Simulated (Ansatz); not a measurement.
`O=CB(F)F`, charge 0, multiplicity 1.

Question: Give a relaxed structure at PBE0-D4/def2-TZVP (Ansatz). (Best estimate.)

Answer: Computed: 
Z-matrix (Å, degrees):
```
C
B 1 1.607
O 1 1.205 2 121.7
H 1 1.113 2 118.2 3 180.0
F 2 1.314 1 119.8 3 -179.8
F 2 1.307 1 121.2 3 0.2
```
Point group Cs.
